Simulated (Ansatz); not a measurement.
Relaxing a trial structure of B2H4O2

The starting geometry of this gas-phase singlet was optimised with GFN2-xTB; its bonds are those of `B1O[BH2-][OH+]1`.

```xyz
8

B    -1.3246    0.7202    0.8040
B    -0.4766   -0.0720   -0.8412
O    -0.4109    1.3971   -0.0735
O    -1.3344   -0.4856    0.3099
H     0.5982   -0.5502   -0.8549
H    -1.0626    0.0507   -1.8567
H    -0.4942    2.2780   -0.4426
H    -1.8563    1.2038    1.7224
```

**Question.** Where would you expect an optimisation with BLYP-D3(BJ)/def2-SVP to take it?

**Answer.** A bond breaks, leaving `BOBO`. Distances that change by over a tenth: B2–O4 (1.49 → 1.34 Å). Contacts that open: B2–O3 (1.66 → 3.55 Å).

The energy falls by 0.95 eV over 27 steps:

| step | E − E(last) (eV) |
| --- | --- |
| 1 | 0.948 |
| 4 | 0.762 |
| 7 | 0.463 |
| 10 | 0.086 |
| 13 | 0.018 |
| 15 | 0.009 |
| 18 | 0.003 |
| 21 | 0.000 |
| 24 | 0.000 |
| 27 | 0.000 |

Final geometry (Å):

```xyz
8

B    -1.1266    1.2106    0.5179
B    -0.4813   -0.8313   -1.1244
O    -0.5207    2.4161    0.2979
O    -0.8067    0.1784   -0.3020
H     0.4502   -1.5553   -0.8266
H    -1.1322   -0.9962   -2.1392
H    -0.8121    3.0932    0.9345
H    -1.9320    1.0264    1.4090
```

Frequencies at the end are all real (lowest 61 cm⁻¹). Run with Ansatz 0.2.0, 100 s on 1 thread of AMD EPYC (Zen 3), with other jobs on the host.
